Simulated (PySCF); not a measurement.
# How the method changes the shape and vibrations of Cl2GeHN

All numbers below are calculated, not measured. They come from PySCF 2.14.0, an open-source quantum chemistry program, on an isolated molecule that a program drew, which may never have been made. The molecule is Cl2GeHN (charge 0, singlet), drawn as the SMILES string `[NH]=[Ge]([Cl])[Cl]`.

The geometry was optimised and harmonic frequencies were computed with HF and MP2, all in the cc-pV(D+d)Z basis, for the commonest isotopes, with a restricted reference for singlets and an unrestricted one otherwise, and a frozen core in MP2. Germanium has the cc-pVDZ-PP basis, with a core potential (ECP10MDF) in place of its 10 inner electrons, and its 3s, 3p and 3d shells are frozen in MP2. Each result is a local minimum of its method.

Geometry at the HF minimum:
```xyz
5
Cl2GeHN, angstrom
N     0.5013   -0.1592    0.3451
Ge    0.9579   -1.1791    1.5883
Cl    2.8681   -1.8898    2.2045
Cl   -0.4617   -2.0236    2.9004
H     1.3031    0.1555   -0.1867
```

Lengths of the bonds as drawn, in Å (atoms numbered as above):
```
bond,HF,MP2
N1-Ge2,1.672,1.717
Ge2-Cl3,2.129,2.150
Ge2-Cl4,2.109,2.125
N1-H5,1.012,1.039
```

Rotational constants, in GHz:
```
constant     HF    MP2
       A  3.894  3.807
       B  2.481  2.425
       C  1.515  1.481
```

Harmonic frequencies in cm^-1, each column in rising order, so a row needn't be the same motion in every method:
```
rank    HF   MP2
   1   170   157
   2   175   158
   3   216   195
   4   441   419
   5   475   461
   6   595     ?
   7   927   896
   8  1013   938
   9  3725  3427
```

**Estimate the missing MP2 frequency from the HF column.**

A single factor s that minimises the squared misfit of MP2 against s times HF over the other rows is sum(HF x MP2) / sum(HF^2) = 0.9238, with an rms misfit of 17 cm^-1. For rank 6 it gives 0.9238 x 595 = 550 cm^-1. The calculation gives 588 cm^-1, 38 cm^-1 above the estimate. The drawn bonds are on average 1.8 % longer in MP2 than in HF.
